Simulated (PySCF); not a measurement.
**Two probes of the same atoms: core binding energy and nuclear shielding**

Compound: C6H12N2.
Numbering: `[CH3:1][CH2:2][N:3]1[CH2:4][C@H:5]([CH3:6])[CH:7]=[N:8]1`

Binding energies: delta-SCF UKS SCAN, pcX-2 on the ionised atom, pcseg-1 elsewhere, spin-free X2C in PySCF. Shieldings: GIAO HF/pcSseg-1, non-relativistic, same geometry.

```
atom  C 1s (eV)
  C1     290.39
  C2     291.34
  C4     291.32
  C5     290.82
  C6     290.54
  C7     290.29
```

**Question.** What are the absolute isotropic shieldings of these atoms?

**Answer.** 
| atom | environment | C 1s (eV) | isotropic shielding (ppm) |
| --- | --- | --- | --- |
| C7 | C=N carbon | 290.29 | 37.7 |
| C1 | methyl carbon | 290.39 | 181.4 |
| C6 | methyl carbon | 290.54 | 172.9 |
| C5 | sp3 CH carbon | 290.82 | 155.0 |
| C4 | sp3 carbon bound to nitrogen | 291.32 | 140.9 |
| C2 | sp3 carbon bound to nitrogen | 291.34 | 149.1 |

Over these 6 sites the two quantities correlate at r = 0.27. By binding energy: C7 < C1 < C6 < C5 < C4 ≈ C2. By shielding: C7 < C4 < C2 < C5 < C6 < C1.

One conformer (not necessarily the lowest) at the PBE0-D3(BJ)/def2-SVP geometry, without solvent, vibrations or thermal averaging.
